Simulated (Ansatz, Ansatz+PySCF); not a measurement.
```yaml
atoms:
  - { symbol: N, position_ang: [0.0000, 0.0000, -0.4711] }
  - { symbol: H, position_ang: [0.0000, 0.0000, 3.2974] }
  - { symbol: Li, position_ang: [30.0000, 0.0000, -1.4381] }
  - { symbol: H, position_ang: [30.0000, 0.0000, 4.3142] }
```

Basis set: 6-31G (spherical functions). Left uncorrelated: 1 orbital. Correlation on ROHF uses semicanonical orbitals with singles. Charge 0, multiplicity 3.

Computed with Ansatz (development build ahead of 0.2.0); each method stands on the lowest determinant of its kind that the runs found.

The atomization energy at this shape (free ground-state atoms in the same class of orbitals less the molecule, no zero-point energy) of triplet LiNH2 in separate pieces:

```json
{"method": "UHF-CCSD(T)", "atomization energy": "0.4 kJ/mol"}
{"method": "UHF-MP2", "atomization energy": "0.4 kJ/mol"}
{"method": "UHF", "atomization energy": "0.3 kJ/mol"}
{"method": "ROHF-MP2", "atomization energy": "-462.2 kJ/mol"}
```

Task: What does ROHF give?

Result: -696.0 kJ/mol. Caution for UHF-CCSD(T), UHF-MP2: bonds are stretched, where a single reference can fail. Caution for UHF-CCSD(T), UHF-MP2, UHF: the unrestricted determinant is a mixture of spin states. Caution for ROHF-MP2: a plain start can end on a higher determinant; another reference gives a lower total; large amplitudes, a single reference is doubtful. Caution for ROHF-MP2, ROHF: an unrestricted determinant lies well below; the molecule lies well above its atoms at this level.

This basis has no polarisation functions and is too small for such energies, which can lie far from measured ones in either direction.
